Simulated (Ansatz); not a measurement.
TiNH$_{3}$OF$_{2}$, closed shell: at a first-order saddle point.

The input file, in.yaml:

```yaml
crystal:
  periodic: [false, false, false]
  atoms:
    - {symbol: Ti, position_ang: [-0.821766, -0.356802, -0.251483]}
    - {symbol: N, position_ang: [0.800673, 0.622792, 0.467729]}
    - {symbol: O, position_ang: [0.401193, -1.247448, -1.027426]}
    - {symbol: H, position_ang: [1.037256, -0.433044, -0.396351]}
    - {symbol: F, position_ang: [-1.808833, 0.614491, -1.351052]}
    - {symbol: F, position_ang: [-1.703026, -1.270516, 0.979513]}
    - {symbol: H, position_ang: [1.018966, 1.555379, 0.144735]}
    - {symbol: H, position_ang: [1.075538, 0.515148, 1.434435]}
basis:
  gaussian: {orbitals: def2-TZVPP}
hamiltonian: {xc: {name: wB97M-V}}
```

Command:

```bash
ansatz run in.yaml --threads 8 --pin off --events-out ev --progress --plain --max-ram 19148MiB
```

What Ansatz 0.2.0 printed:

```
Functional definition: wB97M-V
  name "wB97M-V"
  cite "Mardirossian & Head-Gordon, J. Chem. Phys. 144, 214110 (2016) doi:10.1063/1.4952647"
  cite "Becke, J. Chem. Phys. 107, 8554 (1997) doi:10.1063/1.475007"
  cite "Vydrov & Van Voorhis, J. Chem. Phys. 133, 244103 (2010) doi:10.1063/1.3521275"
  # Of w^i u^j: cxij and so on, Table III.
  parameter omega = 0.3/bohr
  parameter cx = 0.15
  parameter cx01 = 1.007
  parameter cx10 = 0.259
  parameter css00 = 0.443
  parameter css04 = -1.437
  parameter css10 = -4.535
  parameter css20 = -3.390
  parameter css43 = 4.278
  parameter cos00 = 1.000
  parameter cos10 = 1.358
  parameter cos20 = 2.924
  parameter cos21 = -8.812
  parameter cos60 = -1.390
  parameter cos61 = 9.142
  parameter b = 6.0
  parameter c = 0.01
  gx(w, u) = 1 - cx + cx01*u + cx10*w
  gss(w, u) = css00 + css04*u^4 + css10*w + css20*w^2 + css43*w^4*u^3
  gos(w, u) = cos00 + cos10*w + (cos20 + cos21*u)*w^2 + (cos60 + cos61*u)*w^6
  exchange = spin_sum(e_x_unif_sr(omega)*gx(b97_w, b97_u_x)) + cx*exact_x_sr(omega) + exact_x_lr(omega)
  correlation = spin_sum(e_c_pw_mod_same_spin*gss(b97_w, b97_u_same))
      + integral(e_c_pw_mod_opposite_spin*gos(b97_w_opposite, b97_u_opposite)) + vv10(b, c)
1259 factors; their error is unknown
254 factors; integrals over basis functions are off by at most 1.4e-5 eV
mean field evaluation 1: about -32125.3215 eV, gradient 9.2e1 eV
mean field evaluation 2: about -31985.9002 eV, gradient 3.5e2 eV
mean field evaluation 4: about -32139.5476 eV, gradient 1.7e1 eV
mean field evaluation 8: about -32140.0077 eV, gradient 3.2e-1 eV
mean field evaluation 16: about -32140.1011 eV, gradient 2.3e-3 eV
mean field -32140.10114440 eV, -1181.1269317136 hartree, gradient 5.9e-5 eV, S^2 0.000000; 0 other end points of the search recorded, 0 dependent functions left out
reference -32140.10121044 eV, -1181.1269341405 hartree; 29, 29 occupied and 201, 201 virtual orbitals, 1259 factors
Total energy: -32140.10121044 eV, -1181.1269341405 hartree
```

The lines “mean field evaluation” count trial sets of orbitals through the whole run, from several starts and some on an approximate energy, so they need not fall steadily or lie above the final value.

The run took 1.9 s on 8 CPU threads of an AMD EPYC 9R45 (shared host), with 0.65 GiB of host memory at its peak.
